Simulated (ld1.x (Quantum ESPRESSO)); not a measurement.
An all-electron radial function and its pseudo partner (iron (Fe))

Columns: radius, all-electron u(r) and pseudo u(r) of the 3p shell (level -64.04 eV) of iron in the configuration [Ne] 3s2 3p6 3d6 4s1.5 4p0; LDA (PZ), scalar-relativistic, TM scheme, ld1.x (Quantum ESPRESSO) 7.5.

```csv
r (bohr),all-electron,pseudo
0.040,0.1914,-0.0087
0.080,0.4512,-0.0345
0.120,0.5933,-0.0768
0.160,0.5960,-0.1346
0.200,0.4889,-0.2065
0.240,0.3115,-0.2907
0.280,0.0984,-0.3850
0.320,-0.1241,-0.4865
0.360,-0.3382,-0.5922
0.400,-0.5325,-0.6982
0.440,-0.7010,-0.8008
0.480,-0.8411,-0.8958
0.520,-0.9528,-0.9795
0.560,-1.0376,-1.0488
0.600,-1.0980,-1.1018
0.640,-1.1368,-1.1377
0.680,-1.1569,-1.1570
0.720,-1.1613,-1.1613
0.760,-1.1529,-1.1529
0.800,-1.1341,-1.1341
0.840,-1.1070,-1.1070
0.880,-1.0736,-1.0736
0.920,-1.0355,-1.0355
0.960,-0.9940,-0.9940
1.000,-0.9502,-0.9502
1.040,-0.9052,-0.9052
```

(1) How many radial nodes do the two functions have?

(2) At about which radius was the pseudo-wave matched?

(3) Where does each function peak?

(4) Is the pseudo-wave norm-conserving?

Answers

(1) The all-electron 3p function has n − l − 1 = 1; the pseudo-wave has 0, since the states of the same l below it are removed with the core.

(2) 0.80 bohr. The columns agree to 0.0005 from 0.68 bohr on; several derivatives are matched, so the curves merge somewhat inside the radius.

(3) Outermost all-electron maximum near 0.72 bohr, pseudo maximum near 0.72 bohr (to the table’s step).

(4) Yes: the TM scheme keeps the norm inside the radius equal to the all-electron one, which fixes the energy derivative of the logarithmic derivative at the level.
